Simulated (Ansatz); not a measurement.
An input meant for (HZn-mu-F)2 (Zn2H2F2) (charge 0, singlet).

```yaml
crystal:
  periodic: [false, false, false]
  atoms:
    - {symbol: Zn, position_ang: [1.448280, 0.102752, 0.218775]}
    - {symbol: H, position_ang: [2.944080, 0.210906, 0.444135]}
    - {symbol: F, position_ang: [-0.105024, -0.700227, 1.025720]}
    - {symbol: Zn, position_ang: [-1.448557, -0.102048, -0.217800]}
    - {symbol: H, position_ang: [-2.944812, -0.205777, -0.441511]}
    - {symbol: F, position_ang: [0.106034, 0.694383, -1.029319]}
basis:
  gaussian: {orbitals: aug-cc-pVDZ, nuclear_model: gaussian}
magnetization: {spin_polarized: true, initial_magnetization: 1}
hamiltonian: {xc: {name: PBE0}}
scf: {lower_state_search: off}
output: {forces: true}
```

```sh
$ ansatz run in.yaml --threads 2 --pin off --events-out ev --progress --plain --max-ram 4352MiB
```

Shortened log:

```
Error: a molecule whose nuclei and cores have a total charge of 80 cannot have a net charge of 0 together with 1 unpaired electrons
```

Question: What is wrong with this run?

Answer: The number of unpaired electrons doesn't fit the electron count. The program refused the input.
